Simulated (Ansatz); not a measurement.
Born–Oppenheimer molecular dynamics of ClGaH2 (4 atoms, charge 0, multiplicity 1). It starts from a relaxed structure.

These are results of RHF/def2-SVP (Ansatz), not measurements.

```json
{"ensemble": "NVT, Langevin thermostat", "time step": "0.5 fs", "steps asked": "250", "set temperature": "700 K", "friction": "0.005 /fs", "seed": "631255"}
```

First frame:

```xyz
4
Properties=species:S:1:pos:R:3
Ga -0.029 0.000 0.017
H 0.081 0.000 1.572
Cl 1.849 0.000 -1.067
H -1.321 0.000 -0.857
```

(1) How far do the bonds stretch over the last three quarters of this one trajectory? (Pairs bonded in most of those frames.)

Results:

(1) 
| bond | mean (Å) | spread (Å) | shortest | longest |
| --- | --- | --- | --- | --- |
| Ga1–H2 | 1.589 | 0.108 | 1.41 | 1.76 |
| Ga1–Cl3 | 2.171 | 0.042 | 2.11 | 2.24 |
| Ga1–H4 | 1.566 | 0.049 | 1.49 | 1.65 |

Mean temperature of the second half: 318 K. The mean temperature of the second half is 55 % below the set value. A run of 0.12 ps of so small a system gives no equilibrium averages.

Time of the run: 2.4 min on 1 thread of Arm Neoverse V2 (shared host), peak memory 0.1 GiB.
